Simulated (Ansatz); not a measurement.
A geometry relaxed with PBE0-D3(BJ)/def2-TZVP run with Ansatz (a quantum-chemistry and plane-wave program), charge 0, multiplicity 1:

```xyz
11

H      1.1473    -1.6249    -0.1002
H     -0.9359     1.3706     0.8566
H      1.5596     1.0578    -0.7325
H     -0.8938    -1.1027     1.0513
H     -0.9218     1.2473    -0.9200
N      0.5992    -0.8747    -0.5007
C     -0.7661    -0.7245     0.0278
H      1.3917     0.5169     0.9570
C     -0.5657     0.7987     0.0074
C      0.9371     0.4824    -0.0425
H     -1.5516    -1.1469    -0.6041
```

Problem. Write the SMILES of this molecule.

Solution. `C1CNC1`
